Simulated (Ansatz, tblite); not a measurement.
Removing and adding an electron: Be₉O₉ (the lowest singlet isomer of a short search). Total charge 0; singlet. Geometry: r2SCAN-D4/def2-SVP. Ansatz, gas phase; energy differences of separate SCF runs; the oxidised species was run as a doublet alone; the reduced species was run as a doublet alone.

Cartesian coordinates in Å:
```
Be 0.506 1.547 3.668
Be -1.553 2.817 2.383
Be -2.888 2.764 -0.011
Be 0.565 -2.316 -3.223
Be -2.875 1.421 -2.400
Be -1.510 -0.585 -3.671
Be 3.061 -2.232 1.284
Be 2.368 -2.965 -1.265
Be 2.327 -0.451 3.233
O -3.186 2.313 -1.331
O -0.521 -1.604 -3.812
O 1.566 0.605 3.817
O -2.454 3.085 1.310
O 1.623 -2.919 -2.481
O 3.000 -2.872 0.011
O 2.977 -1.485 2.496
O -0.579 2.415 3.345
O -2.426 0.462 -3.356
```

The xTB rows come from tblite. The structure comes from a short search, and lower isomers may exist.

```tsv
level	−HOMO (eV)	vertical IE (eV)	−LUMO (eV)	vertical EA (eV)	HOMO–LUMO gap (eV)	IE − EA (eV)	remarks
GFN2-xTB	11.76	13.71	4.62	2.72	7.14	10.99	–
LDA (SPW92)/def2-TZVP	7.30	–	1.86	0.61	5.44	–	HOMO above zero (-1 doublet)
PBE0-D4/def2-TZVP	8.56	9.88	1.07	0.20	7.49	9.67	HOMO above zero (-1 doublet)
```

Task: Estimate the rows for GFN1-xTB, PBE-D4/def2-TZVP.

Result: 
```tsv
level	−HOMO (eV)	vertical IE (eV)	−LUMO (eV)	vertical EA (eV)	HOMO–LUMO gap (eV)	IE − EA (eV)	remarks
GFN1-xTB	11.41	13.29	5.43	3.65	5.98	9.65	–
PBE-D4/def2-TZVP	7.02	–	1.72	0.46	5.30	–	HOMO above zero (-1 doublet)
```

Run but left out: LDA (SPW92)/def2-TZVP, PBE-D4/def2-TZVP (charge +1 doublet: an occupied level 0.10 to 0.13 eV above an empty one).   A HOMO above zero means that the electron is unbound at that level or that self-interaction error raises the level; the energy of removing that electron tells which. Raw xTB energy differences between charge states are shifted by several eV; the methods need an empirical correction for them. Sets without diffuse functions give affinities that are too small.
